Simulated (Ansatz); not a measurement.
Relaxation of ClGeH7OSi (11 atoms, charge 0, multiplicity 1), to a largest force component of 0.03 eV/Å in at most 50 steps.

The calculation used Ansatz, RKS B3LYP-D4/def2-SVP.

```xyz
11
Properties=species:S:1:pos:R:3
Ge 0.412 0.124 -0.061
Cl 0.422 -0.221 2.128
H 1.897 0.060 -0.466
H -0.172 1.514 -0.339
H -0.357 -1.041 -0.704
O -2.442 0.122 0.782
Si -3.495 -0.995 0.115
H -2.877 -2.354 0.022
H -4.759 -1.112 0.901
H -3.792 -0.496 -1.253
H -2.101 -0.035 1.691
```

Question: Where does it end, and by what steps?

Answer: It converged. After 15 steps the energy has fallen by 0.052 eV; H10 moved furthest, 0.58 Å.

```tsv
step	energy less start (eV)	largest force component (eV/Å)	accepted
0	0.0000	0.731	yes
1	-0.0179	0.376	yes
2	0.0905	0.846	no
3	-0.0300	0.116	yes
4	-0.0359	0.056	yes
5	-0.0419	0.083	yes
6	-0.0428	0.118	yes
7	-0.0457	0.080	yes
8	-0.0482	0.059	yes
9	-0.0492	0.031	yes
10	-0.0499	0.065	yes
11	-0.0505	0.067	yes
12	-0.0510	0.051	yes
13	-0.0514	0.040	yes
14	-0.0517	0.034	yes
15	-0.0518	0.025	yes
```

```xyz
11
Properties=species:S:1:pos:R:3
Ge 0.532 0.080 -0.047
Cl 0.008 -0.432 2.034
H 2.053 -0.125 -0.139
H 0.138 1.546 -0.259
H -0.227 -0.894 -0.956
O -2.678 0.367 0.562
Si -3.540 -1.012 0.170
H -2.635 -2.172 -0.101
H -4.484 -1.408 1.259
H -4.307 -0.688 -1.061
H -2.125 0.304 1.357
```

Whether the end is a true minimum wasn't checked by a vibrational analysis.

Run time: 31 s on 4 threads of Arm Neoverse V2, with other jobs on the host, peak memory 0.29 GiB.
